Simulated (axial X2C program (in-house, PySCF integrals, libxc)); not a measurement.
**Potential curves of AlGa, 2c**

Calculated with an in-house all-electron X2C program for linear molecules (integrals from PySCF). Two-component (2c) means X2C with spin–orbit coupling and atomic mean-field two-electron Coulomb terms, the Gaunt term switched off. Basis: Ga dyall-v3z [9s9p7d1f], Al dyall-v3z [8s8p2d1f] (cores contracted in-house); Gaussian nuclei, density fitting, unrestricted open shells. Masses: Ga 68.926 u, Al 26.982 u.

State: Ω = 1 (⟨Sz⟩ = 1.00, ⟨Lz⟩ = 0.00 at TPSSh). Energies in eV from the lowest point of each curve. Fits are polynomials in 1 − R0/R over 0.85 to 1.23 times the lowest point R0.

```csv
R (Å),TPSSh,PBE0
2.1385,0.4090,0.4307
2.2368,0.1632,0.1767
2.3105,0.0606,0.0689
2.3843,0.0103,0.0141
2.4580,0.0000,0.0000
2.5440,0.0256,0.0220
2.6301,0.0800,0.0734
2.7407,0.1775,0.1671
2.8759,0.3199,
3.0725,0.5410,0.5483
```

Density functionals use the spin component along the axis (collinear). The state is one determinant with fixed occupations, lowest in a PBE0 search at one distance only: followed along the bond, the spin-free determinant M_S = 1, Λ = 1 reaches 0.03 eV lower at PBE0, at Re = 2.710 Å, so the state shown is not the lowest. With several unpaired electrons one determinant need not be a pure state. Open-shell Ω = 0 determinants with evenly filled partner blocks cannot be reached by this program, so the Ω shown need not be the lowest component. This is the Ω = 1 component of a π² triplet; the 0⁺ component is not one determinant and can lie lowest. Some points did not converge and are left out.

(1) Fit the TPSSh curve near its minimum: give the equilibrium distance and the harmonic wavenumber.

(2) What are Re and ωe at the PBE0 level?

## Answers

(1) At TPSSh, 2c: Re = 2.443 Å, ωe ≈ 286 cm⁻¹; Be follows as 0.146 cm⁻¹.

(2) At PBE0, 2c: Re = 2.451 Å, ωe ≈ 285 cm⁻¹; Be follows as 0.145 cm⁻¹.
